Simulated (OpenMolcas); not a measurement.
Cr4+: moving the ligands

Cr4+ with 5 ligands (fluoride, chloride on the axis) in trigonal bipyramidal coordination (D3h) at 1.8 Å, the axial distance 2.245 Å. A charge of +0.2 e stands 3.2 Å behind each ligand. Ligand basis ANO-RCC-VDZP.
```
Cr    0.0000    0.0000    0.0000
F     1.8000    0.0000    0.0000
F    -0.9000    1.5588    0.0000
F    -0.9000   -1.5588    0.0000
Cl    0.0000    0.0000    2.2446
Cl    0.0000    0.0000   -2.2446
```

* Program: OpenMolcas 26.06
* Method: CASSCF
* Basis: ANO-RCC-VTZP [6s5p3d2f1g]
* Scalar Hamiltonian: DKH2, point nucleus
* Active space: 2 electrons in 5 orbitals (3d)
* State averaging: 2S+1 = 3 even, 10 roots; 2S+1 = 1 even, 15 roots
* Spin-orbit coupling: state interaction with AMFI integrals over the reference wave functions

Runs around this geometry, states (labels of D3, the rotations of D3h). Energies in cm-1 above the lowest state or level, χT in cm3 K/mol.

| R (Å) | Axial / equatorial distance | Ground state | First state of that spin | First gap with spin-orbit (degeneracies) | χT at 300 K | First state of another spin |
| --- | --- | --- | --- | --- | --- | --- |
| 1.72 | 1.247 | 2S+1 = 3 | 8635 | 8.8 (1, 2) | 0.973 | 1E 14672 |
| 1.8 | 1.247 | 3A2 | 3A1 6410 | 11.0 (1, 2) | 0.964 | 1E 15120 |
| 1.85 | 1.247 | 3A2 | 3A1 5286 | 12.6 (1, 2) | 0.958 | 1E 15381 |
| 1.8 | 1.309 | 3A2 | 3A1 7013 | 10.9 (1, 2) | 0.963 | 1E 15316 |

Without dynamic correlation the repulsion within the d shell is too large (B by tens of per cent), so at a given field states of lower spin stand too high. Ligand-to-metal charge-transfer states are missing. With no ligand orbital active B as a rule stays too high, so bands that hang on it stand too high and its fall with covalency is understated. With metal d orbitals alone and no dynamic correlation the field as a rule comes out too small, by tens of per cent, by up to half for chloride and softer ligands. The least metal-like active orbital is 74 % on the metal (Löwdin) and no ligand orbital is active, so the numbers are rough (holds for R = 1.72, ratio = 1.247; R = 1.8, ratio = 1.247; R = 1.85, ratio = 1.247). The least metal-like active orbital is 75 % on the metal (Löwdin) and no ligand orbital is active, so the numbers are rough (holds for R = 1.8, ratio = 1.309). No measured value stands beside these numbers; the geometry was imposed, not optimised, and the real ion may take another.

A state without a sure symmetry label is named by its multiplicity alone.
